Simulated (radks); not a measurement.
Values are calculated unless marked as measured or tabulated.
Spin polarisation of the 5d5 shell in the osmium ion Os3+. Start: [Xe] 4f14 5d(up 2.5, down 2.5); electrons of 5d are moved from spin down to spin up, other shells keep equal spins. Code: a radial shooting solver on a logarithmic mesh with Libxc functionals. Model: scalar-relativistic Kohn-Sham, PBE, spin-polarised, spherical densities, point nucleus.

moment (Bohr magnetons)  E - E(0) (eV)  e(5d up) (eV)  e(5d down) (eV)  5p down minus up (eV)  4f down minus up (eV)  5s down minus up (eV)
0                                0.000        -34.985          -34.985                  0.000                  0.000                 0.000
1                               -0.192        -35.350          -34.581                  0.653                  0.112                  0.507
2                               -0.770        -35.679          -34.136                  1.310                  0.224                  1.017
3                               -1.736        -35.974          -33.650                  1.976                  0.337                  1.534
4                               -3.094        -36.233          -33.120                  2.652                  0.451                  2.059
5                               -4.854        -36.458          -32.504                  3.341                  0.566                  2.595

At moment 5 the spin-polarisation energy is -4.854 eV and the 5d exchange splitting 3.954 eV, that is 0.791 eV per Bohr magneton; E = -I m^2/4 would give I = 0.777 eV.
